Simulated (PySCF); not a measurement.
**How the functional moves excitation energies**

Cu₂ (singlet state).
Z-matrix (Å and degrees, PBE0-D3(BJ)/def2-SVP geometry), rows numbered from 1:
```
Cu
Cu  1  2.2322
```

Linear-response calculations in the def2-SVPD basis (PySCF; singlets by full response, triplets Tamm–Dancoff, core orbitals frozen in the response; HF means time-dependent Hartree–Fock). 'Strongest' is the level of largest summed f among the singlets computed (10 roots, of which the last may lack a degenerate partner); it can jump between rows when another state enters that window. S1 is the lowest singlet of each run and needn't be the same state throughout; f(S1) is that of one state. Geometry: PBE0-D3(BJ)/def2-SVP; no solvent, vibrations or thermal averaging.

```csv
functional,kind,S1 (eV),f(S1),strongest (eV),T1 (eV),HOMO (eV),gap (eV),"ionisation energy, ΔSCF (eV)"
LDA,LDA,1.51,0.003,2.26,1.30,-4.35,1.41,not settled
PBE,GGA,1.42,0.003,2.20,1.19,-4.05,1.35,not settled
B3LYP,"global hybrid, 20% exact exchange",2.15,0.000,2.64,1.80,-5.37,3.15,7.71
PBE0,"global hybrid, 25% exact exchange",2.39,0.000,2.76,1.79,-5.34,3.51,7.40
BHandHLYP,"global hybrid, 50% exact exchange",3.00,0.318,3.00,1.81,-5.88,4.66,7.23
wB97X-D,range-separated hybrid,2.39,0.000,2.64,2.02,-7.02,6.63,7.47
LC-wPBE,range-separated hybrid,2.24,0.002,2.58,1.75,-7.25,7.25,7.02
HF,Hartree–Fock,2.96,0.469,3.79,1.39,-6.23,6.67,not settled
```

Q: What does CAM-B3LYP (range-separated hybrid) give?

A: S1 (eV) 2.33, f(S1) 0.000, strongest (eV) 2.67, T1 (eV) 1.78, HOMO (eV) -6.48, gap (eV) 5.30, ionisation energy, ΔSCF (eV) 7.53. S1 runs from 1.42 eV (PBE) to 3.00 eV (BHandHLYP), a spread of 1.58 eV, while the orbital gap spreads over 5.9 eV. −ε(HOMO) comes closest to its own ΔSCF ionisation energy with LC-wPBE (+0.23 eV) and misses most with B3LYP (-2.34 eV). 'Not settled' means that the ion's SCF failed to converge or may have ended in another state than the lowest.
